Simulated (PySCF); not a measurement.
An unknown shows these calculated signals:

¹H NMR (600 MHz, computed): δ 6.58 (ddd, J = 18.6, 11.8, 1.2 Hz, 1H), 6.00 (dd, J = 11.8, 1.6 Hz, 1H), 5.94 (dd, J = 18.6, 1.6 Hz, 1H), 3.80 (t, J = 1.3 Hz, 1H), 3.67 (d, J = 1.4 Hz, 1H).

¹³C{¹H} NMR (computed): δ 140.2 (C, q, J = 1.9 Hz), 136.5 (CH2), 130.7 (C, q, J = 342.3 Hz), 124.8 (CH), 123.4 (C), 114.6 (C), 63.1 (CH2).

[PySCF: geometry from PBE0-D3(BJ)/def2-SVP; σ from GIAO-B97-2/pcSseg-2; B3LYP/pcJ-1 coupling constants (spin–dipole term only in couplings to heteroatoms); one computed conformer; fast rotation and ring inversion assumed for equivalent nuclei; no relativistic terms; gas phase]

Chemical shifts δ = σref − σ; TMS for ¹H and ¹³C, all at this level.

Problem. Which of these does the molecule contain: a vinyl group CH=CH2, a nitrile, a non-aromatic C=C double bond, a three-membered ring, a ketone, an OH group?

Solution. 
- A vinyl group CH=CH2: yes (δC 136.5, 124.8; δH 5.94 (dd), 6.00 (dd), 6.58 (ddd)).
- A nitrile: no.
- A non-aromatic C=C double bond: yes.
- A three-membered ring: yes.
- A ketone: no.
- An OH group: no.

The data belong to SMILES C(=C)C1=C(OC(F)(F)F)C1=C, C7H5F3O; they needn't prove each group on their own.

Carbon signals by region: 6 in the sp2 and nitrile region (100–160 ppm), 1 at 50–100 ppm.

C–F couplings over four or more bonds (about 3 Hz to the para carbon of a fluoroarene) are left out. Common functionals overestimate the size of one-bond C–F couplings by tens of Hz; these are unscaled. Multiplet labels drop couplings under 1 Hz and merge nearly equal ones. Unscaled 3J(H,H) at this level run about 10 % above measured values. Shifts are as computed. Against solution values, carbons near 30 ppm lie about +4 ppm off and those near 130 ppm about +7 ppm. Of 1309 compounds with measured shifts, 239 miss one by over three times the rms of a fit or turn the order of signals round; such compounds aren't used in these exercises.
